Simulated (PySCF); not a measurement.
Species: C7H13P.
SMILES with atom numbers: `[CH3:1][C:2]#[C:3][P:4]([CH3:5])[CH:6]([CH3:7])[CH3:8]` (hydrogens: H9, H10, H11 on C1; H12, H13, H14 on C5; H15 on C6; H16, H17, H18 on C7; H19, H20, H21 on C8)

Geometry (PBE0-D3(BJ)/def2-SVP, Å), atoms numbered from 1 in this order:
```
atom  x, y, z in Å
C1     3.6782   -1.7460    0.0301
C2     2.4868   -0.9439   -0.1815
C3     1.4862   -0.2693   -0.3524
P4     0.0424    0.6772   -0.7467
C5     0.4520    2.2467    0.1484
C6    -1.1874   -0.0994    0.4393
C7    -2.4778    0.7126    0.4353
C8    -1.4344   -1.5506    0.0478
H9     3.9810   -2.2688   -0.8913
H10    3.5114   -2.5054    0.8103
H11    4.5229   -1.1173    0.3534
H12   -0.3728    2.9637    0.0229
H13    0.6391    2.0825    1.2205
H14    1.3513    2.6837   -0.3090
H15   -0.7379   -0.0682    1.4475
H16   -3.2228    0.2532    1.1048
H17   -2.3234    1.7471    0.7775
H18   -2.9172    0.7524   -0.5751
H19   -2.1418   -2.0238    0.7479
H20   -1.8674   -1.6190   -0.9635
H21   -0.5027   -2.1357    0.0580
```

The calculation used PBE0-D3(BJ)/def2-SVP geometry optimisation, gas phase in PySCF.

Masses are those of the commonest isotopes; rigid-rotor values at the optimised geometry. The values belong to one conformer with, in the numbering `[CH3:1][C:2]#[C:3][P:4]([CH3:5])[CH:6]([CH3:7])[CH3:8]`, C3–P4–C6–C7 171°.

Question: What are A, B and C (GHz)?

Answer: Ia = 196.35, Ib = 525.31, Ic = 664.28 u·Å²; 505379 MHz·u·Å²/I gives 2574, 962.1 and 760.8 MHz, that is A = 2.5739, B = 0.9621, C = 0.7608 GHz.

Question: What kind of rotor is it?

Answer: An asymmetric top: κ = (2 × 962.1 − 2574 − 760.8)/(2574 − 760.8) = -0.78.

Question: What does the inertial defect say?

Answer: Not planar: Δ = Ic − Ia − Ib = -57.37 u·Å². For a rigid frame Δ = −2 Σ m c², so Σ m c² = 28.69 u·Å² lies off the ab plane: 9.95 from hydrogen and 18.73 from heavier atoms. The atom farthest from that plane is 1.51 Å away.

Question: Give the other two planar moments, Paa and Pbb, and the rms extents of the mass along the axes.

Answer: Paa = Σ m a² = (Ib + Ic − Ia)/2 = 496.62 and Pbb = Σ m b² = (Ia + Ic − Ib)/2 = 167.66 u·Å². With the mass M = 128.08 u, the rms extents √(P/M) along a, b and c are 1.97, 1.14, 0.47 Å.

Question: Which types of transition are allowed, and where do some lines up to J = 3 fall?

Answer: The dipole components are |μa| = 0.61 D, |μb| = 0.25 D, |μc| = 1.42 D. Intensities carry the squares of the components, which stand as 0.19 : 0.03 : 1.00 (a : b : c). Some lines, for components of 0.1 D or more:

| type | branch | J(Ka,Kc) | MHz | lower level (cm⁻¹) |
| --- | --- | --- | --- | --- |
| c | Q | 3(1,3) ← 3(0,3) | 1186 | 0.342 |
| a | Q | 3(1,2) ← 3(1,3) | 1207 | 0.381 |
| c | Q | 2(1,2) ← 2(0,2) | 1428 | 0.172 |
| c | Q | 1(1,1) ← 1(0,1) | 1612 | 0.057 |
| b | Q | 1(1,0) ← 1(0,1) | 1813 | 0.057 |
| b | R | 2(0,2) ← 1(1,1) | 1816 | 0.111 |
| a | R | 2(1,2) ← 1(1,1) | 3244 | 0.111 |
| b | R | 1(1,1) ← 0(0,0) | 3335 | 0.000 |
| a | R | 2(0,2) ← 1(0,1) | 3428 | 0.057 |
| a | R | 2(1,1) ← 1(1,0) | 3647 | 0.118 |
| c | Q | 3(2,2) ← 3(1,2) | 4545 | 0.422 |
| a | R | 3(1,3) ← 2(1,2) | 4856 | 0.219 |
| a | R | 3(2,2) ← 2(2,1) | 5169 | 0.401 |
| c | R | 2(1,1) ← 1(0,1) | 5460 | 0.057 |
| b | R | 3(1,3) ← 2(0,2) | 6284 | 0.172 |
| c | R | 3(1,2) ← 2(0,2) | 7491 | 0.172 |
| c | Q | 3(3,1) ← 3(2,1) | 8486 | 0.576 |
| b | Q | 3(3,0) ← 3(2,1) | 8487 | 0.576 |
| c | R | 2(2,0) ← 1(1,0) | 8500 | 0.118 |
| c | R | 2(2,1) ← 1(1,1) | 8684 | 0.111 |
| b | R | 3(2,2) ← 2(1,1) | 10004 | 0.240 |
| c | R | 3(2,1) ← 2(1,1) | 10092 | 0.240 |
| c | R | 3(2,2) ← 2(1,2) | 10608 | 0.219 |
| b | R | 3(2,1) ← 2(1,2) | 10696 | 0.219 |
| c | R | 3(3,0) ← 2(2,0) | 13725 | 0.401 |
| c | R | 3(3,1) ← 2(2,1) | 13742 | 0.401 |
| b | R | 3(3,0) ← 2(2,1) | 13743 | 0.401 |

Question: Estimate the classical rotational partition function at 25 K, 50 K and 500 K.

Answer: Point group C1, symmetry number σ = 1; q = (√π/σ)·√((kT/h)³/(ABC)), k/h = 20836.6 MHz/K: 15400 at 25 K, 43400 at 50 K, 1370000 at 500 K.

Not checked by PBE0-D3(BJ)/def2-SVP frequencies. Zero-point vibration and centrifugal distortion are left out. A rigid rotor knows nothing of internal rotation, which can split or shift real lines.
